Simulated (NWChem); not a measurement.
CH5F2NSi; SMILES F[SiH](F)CN

```xyz
10

N      0.0822     2.2677     0.0085
C     -0.7563     1.1126    -0.3039
Si    -0.0236    -0.4875     0.3147
F      1.4585    -0.6194    -0.3291
F     -0.8604    -1.7855    -0.1681
H      0.1745     2.4004     1.0138
H      1.0232     2.1451    -0.3610
H     -0.9100     1.0524    -1.3957
H     -1.7658     1.2651     0.1152
H      0.1326    -0.5510     1.7896
```
Atoms are numbered in this order, from 1.

Computed with NWChem. The geometry was optimised at PBE0/def2-SVP. Level: PBE0/def2-SVP with SMD (1 M gas to 1 M solution), gas-phase geometry. Reactions with the solvent are ignored.

For solvent toluene:

* **cavity-dispersion-structure term (kcal/mol)**: 0.7
* **dipole in solution (D)**: 1.82

Task: How do the values read with solvent water instead?

Result: 
| Property | Result |
|---|---|
| cavity-dispersion-structure term (kcal/mol) | 3.4 |
| dipole in solution (D) | 1.98 |
